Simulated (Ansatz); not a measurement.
`[OH][GaH][Cl]`, charge 0, multiplicity 1.

Give a relaxed structure at PBE0-D4/def2-TZVP (Ansatz 0.2.0). (An estimate is asked.)

The calculation gave: 
```xyz
5

O    -1.1819   -0.0964   -0.6823
Ga    0.4912   -0.1816   -0.1043
Cl    0.8554    0.7980    1.7688
H    -1.7665    0.3861   -0.0925
H     1.6019   -0.9061   -0.8898
```
Point group Cs.
